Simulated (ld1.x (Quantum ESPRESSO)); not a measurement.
**Before and after: TM potential for tellurium (Te)**

- Element: Te (Z = 52)
- Generator: ld1.x (Quantum ESPRESSO) 7.5
- Type: norm-conserving Troullier–Martins (Kleinman–Bylander form)
- Functional: BP86
- Relativity: scalar-relativistic
- Frozen core: [Kr] 4d10
- Valence charge: 6
- Reference configuration: 5s1.75 5p4.25
- Partial waves: 5s (bound): rc 1.75 bohr; 5p (bound): rc 2.20 bohr; 5d channel at 0.2 Ry: rc 1.80 bohr
- Local potential: all-electron potential smoothed inside 1.50 bohr (lloc = -2)
- Core correction: a·sin(br)/r model core inside 1.65 bohr

Change: all radii but the core radius scaled by about 0.95 (s 1.66, p 2.10, d 1.72 bohr); local potential all-electron potential smoothed inside 1.44 bohr (lloc = -2).

Cutoffs: the cutoffs (Ry, on a coarse ladder) from which the occupation-weighted sum of valence levels, in a spherical-Bessel basis at the reference potential, stays within 10 and 1 mRy of its value at 400 Ry; they do not see the model core or the augmentation charge, which bear on the density cutoff. Errors are all-electron minus pseudo energies relative to the spin-unpolarised reference configuration.

Q: What does the change do?

A: The potential gets harder (25 Ry and 40 Ry → 30 Ry and 55 Ry); the bound ghosts move from d to d, s; of the 7 tests that both files solve, the error grows in 2 and shrinks in 2 by more than 15 % and 0.3 meV (median size 1.5 → 1.1 meV). A smaller radius makes the pseudo-wave follow the all-electron one further in, where it bends more sharply, so more plane waves are needed.

```csv
quantity,base,changed
"cutoff, loose",25 Ry,30 Ry
"cutoff, tight",40 Ry,55 Ry
bound ghosts,d,"d, s"
"error for 5s2 5p4, meV [ΔE -2.30 eV]",-0.2,0.0
"error for 5s2 5p3, meV [ΔE 7.56 eV]",-1.0,-0.5
"error for 5s2 5p2, meV [ΔE 25.64 eV]",-1.5,+6.8
"error for 5s1 5p4, meV [ΔE 17.42 eV]",-3.1,+0.1
"error for 5s2 5p1, meV [ΔE 52.72 eV]",-14,+26
"error for 5s2 5p3.5, meV [ΔE 1.66 eV]",-1.1,-1.1
"error for 5s0 5p6, meV [ΔE 16.47 eV]",-22,-25
```

 A true bound ghost makes a file unfit for plane-wave use even where its test errors are small: the radial tests pick states by their node count and pass the ghost by.
